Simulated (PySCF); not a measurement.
All values below come from PBE0-D3(BJ)/def2-TZVP run with PySCF. Isolated molecules, 0 K electronic values unless said otherwise. One relaxed conformer stands for a flexible species; it need not be the lowest. Excitations are Tamm–Dancoff values on a coarser integration grid. The basis has no diffuse functions, so Rydberg states are missing or too high.

Reference species (SMILES): `[H]/B=C/N=B` (neutral, multiplicity 1).

```json
{
 "brightest of the four lowest singlets (TDA)": "5.33 eV",
 "HOMO–LUMO gap": "4.24 eV",
 "S1 excitation (TDA)": "2.40 eV",
 "LUMO": "-1.72 eV"
}
```

Changed species: `C=BB=N`.

Task: Predict the effect on the brightest of the four lowest singlets (TDA), HOMO–LUMO gap, S1 excitation (TDA) and LUMO.

Result: the brightest of the four lowest singlets (TDA) increases by 0.92 eV, to 6.25 eV; the HOMO–LUMO gap rises by 0.27 eV, to 4.51 eV; the S1 excitation (TDA) rises by 0.28 eV, to 2.68 eV; the LUMO decreases by 0.67 eV, to -2.39 eV.
